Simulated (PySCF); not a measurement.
C2H6AlIO. Atoms are numbered in the order given.

```xyz
11

Al     0.6108     1.0963     0.0000
I     -0.1382    -1.2921     0.0000
C      2.4883     1.6059     0.0000
H      2.6000     2.7085     0.0000
H      3.0057     1.1968     0.8922
H      3.0057     1.1968    -0.8922
O     -0.6069     2.2963     0.0000
C     -2.0109     2.3386     0.0000
H     -2.3815     2.8832     0.8970
H     -2.4751     1.3251     0.0000
H     -2.3815     2.8832    -0.8970
```
Charge 0, spin multiplicity 1.

Coordinates come from a PBE-D3(BJ)/def2-SVP optimisation. The structure was generated by enumeration; whether it is a known compound was not checked. The def2 effective core potentials stand for the cores of I; spin–orbit coupling is left out. The values are those of a single conformer.

Computed with PBE-D3(BJ)/def2-SVP (PySCF).

Frequencies are harmonic and unscaled.

Q: List the normal modes with their intensities. (The exact figures need the calculation; the answer reports its results.)

A: 
```csv
mode,ν (cm⁻¹),IR (km/mol),moving atoms (share of kinetic energy)
1,37,0.2,H 98 %
2,79,3.0,"C 52 %, H 22 %, I 15 %, Al 8 %"
3,92,0.0,H 99 %
4,112,1.4,"O 30 %, H 28 %, C 28 %, Al 14 %"
5,129,0.4,"C 49 %, H 30 %, I 10 %"
6,193,21.2,"Al 52 %, O 32 %, H 13 %"
7,233,7.9,"O 62 %, H 11 %, Al 10 %, I 9 %, C 8 %"
8,312,48.0,"Al 46 %, C 25 %, I 14 %, H 9 %"
9,600,43.3,"C 39 %, H 25 %, Al 23 %, O 13 %"
10,647,35.8,"H 77 %, C 17 %"
11,682,115.9,"H 58 %, C 25 %, Al 17 %"
12,752,78.7,"Al 49 %, C 23 %, H 15 %, O 13 %"
13,1138,53.2,"H 64 %, C 24 %, O 12 %"
14,1145,0.0,"H 76 %, C 19 %"
15,1160,8.4,"H 79 %, C 21 %"
16,1194,259.3,"O 52 %, C 32 %, H 13 %"
17,1372,4.2,H 95 %
18,1374,1.4,H 96 %
19,1421,1.0,H 97 %
20,1424,1.4,H 96 %
21,1426,15.3,"H 89 %, C 9 %"
22,2916,97.8,H 97 %
23,2976,0.8,H 97 %
24,2995,37.0,"H 90 %, C 10 %"
25,3005,32.6,"H 90 %, C 10 %"
26,3072,0.7,"H 91 %, C 9 %"
27,3089,1.4,"H 91 %, C 9 %"
```
